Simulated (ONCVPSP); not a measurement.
Ga: one change to an ONCV potential, before and after

* Element: gallium (Ga)
* Generator: ONCVPSP 4.0.1
* Type: optimised norm-conserving Vanderbilt (ONCV)
* Functional: PBEsol
* Relativity: scalar-relativistic
* Frozen core: [Ar] 3d10
* Valence charge: 3
* Reference configuration: 4s2 4p1
* Partial waves: 4s: rc 1.75 bohr, ncon 4, nbas 7, qcut 3.2 1/bohr, 2 projectors, debl 3.8 Ha; 4p: rc 2.65 bohr, ncon 5, nbas 9, qcut 3.4 1/bohr, 2 projectors, debl 2.8 Ha
* Local potential: polynomial inside 1.50 bohr (lpopt 5, dvloc0 2 Ha)
* Core correction: none

Change: s: qcut 2.2; p: qcut 2.4.

Cutoffs: the cutoffs (Ha) at which the residual kinetic energy of the hardest occupied pseudo-wave falls to 1 and 0.1 mHa per electron; they do not see the model core or the augmentation charge, which bear on the density cutoff. Errors are all-electron minus pseudo energies relative to the spin-unpolarised reference configuration.

Problem. Predict the effect on cutoff, ghosts and configuration errors.

Solution. The potential gets harder (15 Ha and 34 Ha → 31 Ha and 38 Ha); of the 4 tests that both files solve, the error grows in 1 and shrinks in 1 by more than 15 % and 0.3 meV (median size 3.4 → 3.0 meV); neither file shows a bound ghost.

```csv
quantity,base,changed
"cutoff, loose",15 Ha,31 Ha
"cutoff, tight",34 Ha,38 Ha
loose cutoff by channel,"s 15 Ha, p 2.3 Ha","s 31 Ha, p 2.3 Ha"
bound ghosts,none,none
GHOST(+) flags under 300 eV,s at 162.6 eV,s at 175.1 eV
"error for 4s2 4p0, meV [ΔE 5.68 eV]",-4.5,-4.5
"error for 4s1 4p0, meV [ΔE 26.82 eV]",-7.0,-10
"error for 4s2 4p0.5, meV [ΔE 2.03 eV]",-1.0,-1.0
"error for 4s1 4p1, meV [ΔE 13.08 eV]",+2.3,+1.5
s: phases at 1.78 bohr within 0.05 rad from the reference energy up to (Ha; the scan ends near 5),4.9,to the end of the scan
p: phases at 2.69 bohr within 0.05 rad from the reference energy up to (Ha; the scan ends near 5),4.9,4.9
```
